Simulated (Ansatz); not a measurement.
Computed with Ansatz on PBE0-D4/def2-TZVP structures; ΔE is electronic, products minus reactants. CBS: MP2 limit from def2 TZ/QZ plus the TZ coupled-cluster correction, frozen cores. Functionals use def2-TZVPP. B3LYP here is the variant with VWN-RPA as its local correlation; programs differ in this. HSE06 is defined as in plane-wave codes. Each species was taken in one conformer, which may not be the lowest.

Reaction (substitution at a C–O bond): `C=CC(=O)OC` + `BNC=C` → `BN(C)C=C` + `C=CC(=O)O`

`C=CC(=O)OC`:

Cartesian coordinates in Å:
```
C 0.280 2.474 -0.070
C -0.332 1.344 -0.391
C 0.167 0.048 0.116
O 1.123 -0.106 0.831
O -0.596 -0.961 -0.328
C -0.198 -2.255 0.105
H 1.155 2.456 0.571
H -0.072 3.433 -0.432
H -1.209 1.317 -1.028
H -0.223 -2.320 1.194
H -0.910 -2.950 -0.335
H 0.814 -2.480 -0.234
```

`BNC=C`:

Cartesian coordinates in Å:
```
B -1.649 -0.139 0.860
N -0.659 0.129 -0.085
C 0.702 -0.122 0.052
C 1.626 0.144 -0.864
H -1.327 -0.633 1.900
H -2.781 0.135 0.596
H -0.913 0.547 -0.969
H 0.962 -0.570 1.005
H 1.375 0.593 -1.820
H 2.665 -0.084 -0.675
```

`BN(C)C=C`:

Z-matrix (Å, degrees):
```
C
N 1 1.449
H 1 1.087 2 109.1
H 1 1.094 2 110.7 3 -120.1
H 1 1.094 2 110.7 3 120.1
C 2 1.395 1 116.5 3 -180.0
B 2 1.399 1 122.3 3 0.0
C 6 1.331 2 126.4 1 -0.0
H 6 1.084 2 112.9 1 -180.0
H 7 1.195 2 118.5 1 180.0
H 7 1.195 2 119.0 1 -0.0
H 8 1.081 6 119.4 2 -180.0
H 8 1.082 6 123.3 2 0.0
```

`C=CC(=O)O`:

```xyz
9

C    -1.218   -0.802   -0.001
C    -0.327   -0.108   -0.698
C     0.839    0.568   -0.103
O     1.643    1.197   -0.741
O     0.930    0.422    1.231
H    -2.059   -1.281   -0.489
H    -1.131   -0.910    1.073
H    -0.400    0.009   -1.772
H     1.723    0.904    1.500
```

| level | ΔE (kJ/mol) | difference from CCSD(T)/CBS |
| --- | --- | --- |
| LDA (SPW92) | -23.0 | -2.8 |
| PBE-D4 | -17.3 | 2.9 |
| revPBE-D4 | -19.2 | 1.0 |
| BLYP-D4 | -13.1 | 7.1 |
| r2SCAN-D4 | -15.1 | 5.1 |
| B97M-V | -14.4 | 5.8 |
| PBE0-D4 | -18.7 | 1.5 |
| B3LYP-D4 | -14.0 | 6.2 |
| r2SCANh-D4 | -15.9 | 4.3 |
| r2SCAN0-D4 | -17.2 | 3.0 |
| HSE06-D4 | -18.6 | 1.6 |
| BHLYP-D4 | -14.1 | 6.1 |
| CAM-B3LYP-D4 | -13.6 | 6.6 |
| ωB97X-V | -15.0 | 5.2 |
| ωB97M-V | -16.8 | 3.4 |
| B2PLYP | -14.2 | 6.0 |
| PBE | -14.7 | 5.5 |
| BLYP | -7.1 | 13.1 |
| r2SCAN | -14.5 | 5.7 |
| PBE0 | -16.5 | 3.7 |
| B3LYP | -9.7 | 10.5 |
| r2SCANh | -15.3 | 4.9 |
| HSE06 | -16.6 | 3.6 |
| BHLYP | -11.0 | 9.2 |
| CAM-B3LYP | -11.4 | 8.8 |
| LC-ωPBE | -15.8 | 4.4 |
| HF/def2-SVP | -4.2 | 16.0 |
| MP2/def2-SVP | -20.2 | 0.0 |
| CCSD/def2-SVP | -15.1 | 5.1 |
| CCSD(T)/def2-SVP | -15.9 | 4.3 |
| HF/def2-TZVPP | -5.7 | 14.5 |
| MP2/def2-TZVPP | -23.9 | -3.7 |
| SCS-MP2/def2-TZVPP | -19.3 | 0.9 |
| CCSD/def2-TZVPP | -18.0 | 2.2 |
| CCSD(T)/def2-TZVPP | -19.2 | 1.0 |
| MP2/def2-QZVPP | -24.5 | -4.3 |
| SCS-MP2/def2-QZVPP | -20.0 | 0.2 |
| HF/CBS(def2) | -5.8 | 14.4 |
| MP2/CBS(def2) | -25.0 | -4.8 |
| CCSD/CBS(def2) | -19.1 | 1.1 |
| CCSD(T)/CBS | -20.2 | 0 |

Largest T1 diagnostic among the species: 0.015.

From BLYP to BHLYP (50 % exact exchange), in def2-TZVPP and without D4, ΔE moves by −3.9 kJ/mol. At CCSD(T), def2-SVP lies +4.3 kJ/mol from the extrapolated value and def2-TZVPP +1.0 kJ/mol.

CCSD(T)/CBS has its own doubt, a few kJ/mol and more with outer-core shells, so smaller differences from it don't rank the levels.
